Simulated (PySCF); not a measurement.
Harmonic spectrum computed at PBE0 in the def2-TZVP basis family (core potentials from Rb on, PySCF, no spin–orbit coupling):

| symmetry | ω (cm⁻¹) | IR (km/mol) |
| --- | --- | --- |
| a'' | 837 | 0.1 |
| a' | 879 | 32.8 |
| a' | 923 | 54.5 |
| a' | 1064 | 5.6 |
| a'' | 2161 | 99.0 |
| a' | 2171 | 120 |

Which molecule gave it? In each, all ligands are bound to the one heavy central atom.
A. H₂SO (singlet)
B. H₂GeO (singlet)
C. H₂SeO (singlet)
D. H₂SiO (singlet)
E. H₂TeO (singlet)

C. It has Cs symmetry with Se–H 1.513 Å (×2), Se–O 1.636 Å.
